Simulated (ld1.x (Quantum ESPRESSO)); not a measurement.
## I (Z = 53): one change to a TM potential, before and after

- Element: iodine
- Generator: ld1.x (Quantum ESPRESSO) 7.5
- Type: norm-conserving Troullier–Martins (Kleinman–Bylander form)
- Functional: PBE
- Relativity: scalar-relativistic
- Frozen core: [Kr]
- Valence charge: 17
- Reference configuration: 4d10 5s2 5p5
- Partial waves: 5s (bound): rc 1.35 bohr; 5p (bound): rc 1.95 bohr; 4d (bound): rc 0.95 bohr
- Local potential: the d channel
- Core correction: none

Change: wave 5p (bound): rc 1.95 bohr becomes 5p (bound): rc 2.32 bohr.

Cutoffs: the cutoffs (Ry, on a coarse ladder) from which the occupation-weighted sum of valence levels, in a spherical-Bessel basis at the reference potential, stays within 10 and 1 mRy of its value at 400 Ry; they do not see the model core or the augmentation charge, which bear on the density cutoff. Errors are all-electron minus pseudo energies relative to the spin-unpolarised reference configuration.

How do hardness, ghosts and transferability respond?

The potential gets neither clearly harder nor softer (140 Ry and 230 Ry → 140 Ry and 230 Ry); both files keep a bound ghost (p, s); of the 7 tests that both files solve, the error grows in 1 and shrinks in 2 by more than 15 % and 0.3 meV (median size 5.2 → 3.1 meV).

| quantity | base | changed |
| --- | --- | --- |
| cutoff, loose | 140 Ry | 140 Ry |
| cutoff, tight | 230 Ry | 230 Ry |
| bound ghosts | s, p | s, p |
| error for 4d10 5s2 5p4, meV [ΔE 11.13 eV] | -1.8 | -1.9 |
| error for 4d10 5s2 5p3, meV [ΔE 30.98 eV] | -0.8 | -1.7 |
| error for 4d10 5s2 5p2, meV [ΔE 60.31 eV] | +7.5 | +3.4 |
| error for 4d10 5s2 5p4.5, meV [ΔE 4.53 eV] | -1.0 | -1.0 |
| error for 4d9 5s2 5p5, meV [ΔE 58.25 eV] | -283 | -269 |
| error for 4d9 5s2 5p6, meV [ΔE 45.86 eV] | -358 | -340 |
| error for 4d10 5s1 5p5, meV [ΔE 22.11 eV] | -5.2 | -3.1 |

 A true bound ghost makes a file unfit for plane-wave use even where its test errors are small: the radial tests pick states by their node count and pass the ghost by.
